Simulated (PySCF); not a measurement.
# Radial density of Pd²⁺ (palladium, charge +2)

PBEsol, [Kr] 4d7 5p1, one real determinant (an excited configuration). All numbers are calculated (PySCF 2.14, a scalar-relativistic core potential, in aug-cc-pVTZ-PP with ECP28MDF). This is the valence pseudo-density: the core potential removes the inner electrons and smooths the orbitals near the nucleus.

```json
{"r (bohr)": "0.0171", "4πr²ρ (e/bohr)": "1.342e-05", "4πr²(ρα − ρβ)": "0.0000"}
{"r (bohr)": "0.0288", "4πr²ρ (e/bohr)": "3.376e-05", "4πr²(ρα − ρβ)": "0.0000"}
{"r (bohr)": "0.0485", "4πr²ρ (e/bohr)": "7.709e-05", "4πr²(ρα − ρβ)": "0.0000"}
{"r (bohr)": "0.0815", "4πr²ρ (e/bohr)": "0.0002484", "4πr²(ρα − ρβ)": "0.0000"}
{"r (bohr)": "0.137", "4πr²ρ (e/bohr)": "0.002236", "4πr²(ρα − ρβ)": "0.0005"}
{"r (bohr)": "0.231", "4πr²ρ (e/bohr)": "0.03361", "4πr²(ρα − ρβ)": "0.0077"}
{"r (bohr)": "0.388", "4πr²ρ (e/bohr)": "0.7907", "4πr²(ρα − ρβ)": "0.1268"}
{"r (bohr)": "0.652", "4πr²ρ (e/bohr)": "9.936", "4πr²(ρα − ρβ)": "1.3145"}
{"r (bohr)": "1.10", "4πr²ρ (e/bohr)": "14.51", "4πr²(ρα − ρβ)": "2.6682"}
{"r (bohr)": "1.85", "4πr²ρ (e/bohr)": "3.325", "4πr²(ρα − ρβ)": "1.2274"}
{"r (bohr)": "3.10", "4πr²ρ (e/bohr)": "0.5404", "4πr²(ρα − ρβ)": "0.4422"}
{"r (bohr)": "5.22", "4πr²ρ (e/bohr)": "0.04236", "4πr²(ρα − ρβ)": "0.0420"}
{"r (bohr)": "8.78", "4πr²ρ (e/bohr)": "2.974e-05", "4πr²(ρα − ρβ)": "0.0000"}
```

⟨L²⟩ = 13.67 against 20 for a pure G term, so this real determinant mixes terms. Energies and moments cover only the electrons outside the core potential.
